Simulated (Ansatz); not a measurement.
Cl3Si (SMILES Cl[Si](Cl)Cl), doublet, at a GFN2-xTB geometry.

The Ansatz (a quantum-chemistry and plane-wave program) input:
Ansatz 0.2 input:
```yaml
crystal:
  periodic: [false, false, false]
  atoms:
    - {symbol: Cl, position_ang: [1.85834472, -0.43964347, -0.16627542]}
    - {symbol: Si, position_ang: [0.00366610, -0.01083797, 0.52515717]}
    - {symbol: Cl, position_ang: [-1.31430510, -1.38571251, -0.16365187]}
    - {symbol: Cl, position_ang: [-0.54705876, 1.83428137, -0.10255510]}
basis:
  gaussian:
    orbitals: STO-3G
magnetization: {spin_polarized: true, initial_magnetization: 1}
correlation: {method: mp2}
```

What does this run give for the number of basis functions, MP2 correlation energy, total energy, SCF-reference <S^2>?


* **number of basis functions**: 36
* **MP2 correlation energy**: -0.0374 Eh
* **total energy**: -1649.4968 Eh
* **SCF-reference <S^2>**: 0.753
